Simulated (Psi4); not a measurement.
thionyl fluoride (F2OS), singlet, at a GFN2-xTB geometry.

Psi4 was given this input:
```
memory 2 GB

molecule {
0 1
  O     1.36431422   -0.14953623   -0.37776966
  S     0.20253837   -0.00630885    0.40783444
  F    -0.66691673    1.26541662   -0.23549748
  F    -0.90587522   -1.12127979   -0.15374626
}

set basis 3-21g
set reference uhf
set stability_analysis follow
set scf_type pk

energy('scf')
print_variables()
```

Question: What does this run give for the dipole moment, number of basis functions, total energy, nuclear repulsion energy?

Answer: 
The dipole moment comes out as 2.97 D and the number of basis functions is 40. The total energy is -667.632746 Ha and the nuclear repulsion energy comes out as 187.9271 Eh.
